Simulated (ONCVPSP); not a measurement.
W (Z = 74): one change to an ONCV potential, before and after

tungsten, optimised norm-conserving Vanderbilt (ONCV), made with ONCVPSP 4.0.1 (PBEsol, scalar-relativistic). Core [Kr] 4d10, reference 4f14 5s2 5p6 5d4 6s2. Waves: 5s+6s: rc 1.80 bohr, ncon 3, nbas 6, qcut 6.2 1/bohr, 2 projectors; 5p: rc 2.05 bohr, ncon 4, nbas 8, qcut 8.5 1/bohr, 1 projector; 5d: rc 2.50 bohr, ncon 4, nbas 9, qcut 6.9 1/bohr, 2 projectors, debl 3.8 Ha; 4f: rc 0.75 bohr, ncon 3, nbas 7, qcut 26.3 1/bohr, 2 projectors, debl 2 Ha. Local part: polynomial inside 0.45 bohr (lpopt 2, dvloc0 0 Ha). Core correction: none.

All-electron outer shells of the reference configuration (PBEsol, scalar-relativistic, ld1.x):

| shell | level (eV) | outermost node (bohr) | outermost maximum (bohr) |
| --- | --- | --- | --- |
| 4d | -238.27 | 0.22 | 0.45 |
| 5s | -79.11 | 0.53 | 0.96 |
| 5p | -43.22 | 0.57 | 1.09 |
| 4f | -33.24 | – | 0.43 |
| 6s | -5.75 | 1.28 | 2.64 |
| 5d | -4.51 | 0.63 | 1.49 |

Change: s: qcut 6.4; p: qcut 8.7; d: qcut 7.1; f: qcut 27.

Cutoffs: the cutoffs (Ha) at which the residual kinetic energy of the hardest occupied pseudo-wave falls to 1 and 0.1 mHa per electron; they do not see the model core or the augmentation charge, which bear on the density cutoff. Errors are all-electron minus pseudo energies relative to the spin-unpolarised reference configuration.

**Question.** Predict the effect on cutoff, ghosts and configuration errors.

**Answer.** The potential gets neither clearly harder nor softer (261 Ha and 288 Ha → 266 Ha and 294 Ha); both files keep a bound ghost (p, s); the errors of the 4 common tests hardly move.

| quantity | base | changed |
| --- | --- | --- |
| cutoff, loose | 261 Ha | 266 Ha |
| cutoff, tight | 288 Ha | 294 Ha |
| loose cutoff by channel | s 13 Ha, p 11 Ha, d 14 Ha, f 261 Ha | s 14 Ha, p 11 Ha, d 14 Ha, f 266 Ha |
| bound ghosts | s, p | s, p |
| GHOST(+) flags under 300 eV | s at 135.7 eV, d at 201.5 eV | d at 161.4 eV |
| error for 4f14 5s2 5p6 5d4 6s1, meV [ΔE 8.93 eV] | -4.2 | -4.2 |
| error for 4f14 5s2 5p6 5d4 6s0, meV [ΔE 24.62 eV] | -15 | -15 |
| error for 4f14 5s2 5p6 5d3 6s0, meV [ΔE 50.03 eV] | -13 | -13 |
| error for 4f13 5s2 5p6 5d5 6s2, meV [ΔE 32.73 eV] | -140 | -144 |
| s: phases at 1.83 bohr within 0.05 rad from the reference energy up to (Ha; the scan ends near 5) | 4.2 | 4.4 |
| p: phases at 2.09 bohr within 0.05 rad from the reference energy up to (Ha; the scan ends near 5) | 0.1 | 0.2 |
| d: phases at 2.54 bohr within 0.05 rad from the reference energy up to (Ha; the scan ends near 5) | to the end of the scan | to the end of the scan |
| f: phases at 0.76 bohr within 0.05 rad from the reference energy up to (Ha; the scan ends near 5) | to the end of the scan | to the end of the scan |

 A true bound ghost makes a file unfit for plane-wave use even where its test errors are small: the radial tests pick states by their node count and pass the ghost by.
